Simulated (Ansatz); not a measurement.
Single points on the cluster Li₃Si.

```yaml
crystal:
  periodic: [false, false, false]
  atoms:
    - {symbol: Li, position_ang: [0.091234, -1.298568, 2.008538]}
    - {symbol: Li, position_ang: [-0.355255, 1.859597, -1.464675]}
    - {symbol: Li, position_ang: [0.527565, -1.128027, -1.093524]}
    - {symbol: Si, position_ang: [-0.263534, 0.566999, 0.549671]}
basis:
  gaussian: {orbitals: def2-TZVP, initial_orbitals: start.molden}
magnetization: {spin_polarized: true, initial_magnetization: 1}
hamiltonian: {xc: pbe}
correlation: {method: rpa}
scf: {omitted_lower_state_checks: [starts]}
```

The file start.molden holds the orbitals of an earlier run on this structure, at another level or in another basis.

```sh
$ ansatz run in.yaml --threads 4 --pin off --events-out ev --progress --plain --max-ram 3916MiB
```

It prints (some lines left out):

```
Functional definition: PBE
670 factors; integrals over basis functions are off by at most 9.7e-4 eV
mean field evaluation 1: about -8484.3281 eV, gradient 5.3e0 eV
mean field evaluation 2: about -8484.3720 eV, gradient 7.9e-2 eV
mean field evaluation 4: about -8484.3677 eV, gradient 5.9e-3 eV
mean field evaluation 8: about -8484.3677 eV, gradient 2.7e-6 eV
mean field -8484.36772611 eV, -311.7947630236 hartree, gradient 6.0e-6 eV, S^2 0.772150; 0 other end points of the search recorded, 0 dependent functions left out
5 core orbitals not correlated: weight in the atoms' cores, before any rotation towards them, 1.000 or more for the frozen orbitals, at most 0.000 for the correlated occupied ones
reference -8468.53869238 eV, -311.2130567634 hartree; 7, 6 occupied and 67, 68 virtual orbitals, 670 factors
Total energy: -8480.97283540 eV, -311.6700030910 hartree
Checks for a lower state left out: starts
```

Run time 6 s (4 threads of Intel Xeon on a shared host).

The first input with `gaussian: {orbitals: def2-TZVPD, initial_orbitals: start.molden}`, `hamiltonian: {xc: pbe0, dispersion: d4}`, `output: {orbitals: {seedname: orbitals}}` and without the key `correlation` (abridged; 9.5 s):

```
Functional definition: PBE0
mean field -8485.33395346 eV, -311.8302712237 hartree, gradient 1.4e-5 eV, S^2 0.797918
Total energy: -8485.39096441 eV, -311.8323663375 hartree
Checks for a lower state left out: starts
```

First input, but with `hamiltonian: {xc: {text: "exchange = 0.50*pbe_x + 0.50*exact_x\ncorrelation = pbe_c"}}`, `output: {orbitals: {seedname: orbitals}}` and without the key `correlation` (abridged; 9 s):

```
Functional definition: unnamed
mean field -8486.34341087 eV, -311.8673680994 hartree, gradient 1.3e-5 eV, S^2 0.848482
Total energy: -8486.34343696 eV, -311.8673690580 hartree
Checks for a lower state left out: starts
```

First input, but with `gaussian: {orbitals: def2-TZVPD, initial_orbitals: start.molden}`, `hamiltonian: {xc: r2scan, dispersion: d4}`, `output: {orbitals: {seedname: orbitals}}` and without the key `correlation` (abridged; 13 s):

```
Functional definition: r2SCAN
mean field -8489.04634726 eV, -311.9666991796 hartree, gradient 7.4e-6 eV, S^2 0.844861
Total energy: -8489.05889006 eV, -311.9671601188 hartree
Checks for a lower state left out: starts
```

First input, but with `gaussian: {orbitals: def2-TZVPD, initial_orbitals: start.molden}`, `correlation: {method: ccsd_t}`, `scf: {omitted_lower_state_checks: [starts, cluster_reference]}`, `output: {orbitals: {seedname: orbitals}}` and without the key `hamiltonian` (abridged; 23 s):

```
Functional definition: HF
mean field -8469.36001510 eV, -311.2432398166 hartree, gradient 3.1e-6 eV, S^2 1.547340
5 core orbitals not correlated: weight in the atoms' cores, before any rotation towards them, 1.000 or more for the frozen orbitals, at most 0.000 for the correlated occupied ones
second order -5.62521118 eV of doubles, -0.00000000 eV of singles
cycle   1  -6.32159223 eV  change   -7.0e-1 eV  update   9.7e-2
cycle   2  -6.59949056 eV  change   -2.8e-1 eV  update   5.5e-2
cycle   3  -6.65484584 eV  change   -5.5e-2 eV  update   4.5e-2
cycle   4  -6.70596532 eV  change   -5.1e-2 eV  update   3.6e-2
cycle   5  -6.74264352 eV  change   -3.7e-2 eV  update   2.0e-2
cycle   6  -6.77077154 eV  change   -2.8e-2 eV  update   1.0e-2
cycle   7  -6.77117942 eV  change   -4.1e-4 eV  update   5.0e-3
cycle   8  -6.77453724 eV  change   -3.4e-3 eV  update   2.6e-3
cycle   9  -6.77482480 eV  change   -2.9e-4 eV  update   1.5e-3
cycle  10  -6.77559432 eV  change   -7.7e-4 eV  update   9.1e-4
cycle  11  -6.77592923 eV  change   -3.3e-4 eV  update   4.7e-4
cycle  12  -6.77580022 eV  change    1.3e-4 eV  update   1.8e-4
cycle  13  -6.77584407 eV  change   -4.4e-5 eV  update   7.7e-5
cycle  14  -6.77586238 eV  change   -1.8e-5 eV  update   4.0e-5
cycle  15  -6.77586554 eV  change   -3.2e-6 eV  update   2.0e-5
cycle  16  -6.77586419 eV  change    1.3e-6 eV  update   1.1e-5
perturbative correction -0.29336734 eV, -0.0107810508 hartree
Total energy: -8476.42924663 eV, -311.5030292837 hartree
Checks for a lower state left out: starts, cluster_reference
```

The first input with `hamiltonian: {xc: {name: r2SCAN0}, dispersion: d4}`, `output: {orbitals: {seedname: orbitals}}` and without the key `correlation` (abridged; 15 s):

```
Functional definition: r2SCAN0
mean field -8488.81581660 eV, -311.9582273342 hartree, gradient 1.6e-5 eV, S^2 0.896858
Total energy: -8488.83242522 eV, -311.9588376897 hartree
Checks for a lower state left out: starts
```

The first input with `hamiltonian: {xc: {name: PBE-QIDH}}` and without the key `correlation` (abridged; 11 s):

```
Functional definition: PBE-QIDH
mean field -8480.71736398 eV, -311.6606146895 hartree, gradient 3.4e-6 eV, S^2 1.147897
5 core orbitals not correlated: weight in the atoms' cores, before any rotation towards them, 1.000 or more for the frozen orbitals, at most 0.000 for the correlated occupied ones
second order -6.65352286 eV of doubles, -0.00000000 eV of singles
Total energy: -8482.93522132 eV, -311.7421194436 hartree
Checks for a lower state left out: starts
```

Geometry: PBE-D4/def2-TZVP.

Correlated methods freeze 5 core orbitals; core or outer-core shells of Li are correlated, in sets that lack core-valence functions. At CCSD(T)/def2-TZVPD T1 of the charge 0 doublet is large (up to 0.094), so the single-reference result is doubtful. At CCSD(T)/def2-TZVPD, r2SCAN0-D4/def2-TZVP, PBE-QIDH/def2-TZVP the charge 0 doublet is spin-contaminated (final ⟨S²⟩ up to 1.55, 0.75 for a pure state). The structure comes from a short search, and lower isomers may exist.
